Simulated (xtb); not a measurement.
1,1-difluorobuta-1,2-diene (C4H4F2), SMILES CC=C=C(F)F. All values are semi-empirical tight-binding results from xtb (GFN2-xTB unless named), good for trends rather than for accurate numbers. Geometry optimised at GFN2-xTB.

The point group as xtb finds it comes out as Cs. The orbital gap is 4.58 eV and the dipole moment comes out as 3.96 D. The zero-point energy is 42.2 kcal/mol and the G − E(el) at 298.15 K (modified RRHO) is 22.9 kcal/mol. The static polarisability (D4 model) comes out as 49.4 bohr³ and the solvation energy, GFN2-xTB/ALPB(water) comes out as -3.0 kcal/mol. The solvation energy, GFN2-xTB/ALPB(chcl3) is -4.8 kcal/mol.

Give the IR lines (harmonic; lines under 4 % of the strongest left out, lines within 3 cm⁻¹ merged). (The exact figures need the calculation; the answer reports its results.)

ν (cm⁻¹): 407 (w), 435 (w), 758 (w), 993 (s), 1018 (w), 1096 (w), 1107 (vs), 1221 (m), 1451 (w), 1494 (m), 2093 (s), 3013 (w), 3024 (w), 3062 (w) (against the strongest line: vs over 80 %, s over 45 %, m over 15 %, w over 4 %, vw less)
